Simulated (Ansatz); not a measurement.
## Abstraction of Br: GeH3Br + CCl2F → GeH3 + CBrCl2F

Species: GeH3Br `[GeH3][Br]`, singlet; CCl2F (dichlorofluoromethyl radical) `F[C](Cl)Cl`, doublet; GeH3 `[GeH3]`, doublet; CBrCl2F `FC(Cl)(Cl)Br`, singlet. A radical takes Br: the energy is the difference in strength between the Ge–Br bond broken and the C–Br bond made.

Shapes, held fixed at every level: PBE0-D4/def2-TZVP. Programs: Ansatz 0.2.0. The zero-point and thermal change to 298 K, harmonic and unscaled (PBE0-D4/def2-TZVP), is -3.8 kJ/mol.

```tsv
level	kind	ΔH(298 K) (kJ/mol)	less CCSD(T)/def2-TZVPP
MP2/def2-SVP	perturbation theory	+92.0	-9.8
SPW92/def2-TZVPP	LDA	+88.3	-13.5
r2SCAN-D4/def2-TZVPP	meta-GGA	+111.0	+9.2
BHLYP-D4/def2-TZVPP	global hybrid	+121.4	+19.6
r2SCAN0-D4/def2-TZVPP	global hybrid	+118.0	+16.2
wB97M-V/def2-TZVPP	range-separated hybrid	+96.9	-4.9
B2PLYP/def2-TZVPP	double hybrid	+109.8	+8.0
CCSD(T)/def2-TZVPP	coupled cluster or CI	+101.8	0.0
```

The highest level, CCSD(T)/def2-TZVPP, gives ΔH(298 K) = +101.8 kJ/mol; the levels span +88.3 to +121.4. The column of differences is taken from that level and isn't an error. No measured value is set beside it here. Open shells run unrestricted. Relativity is left out for Br, Ge. Outer-core shells of Br, Ge are correlated, in sets that cover them unevenly.
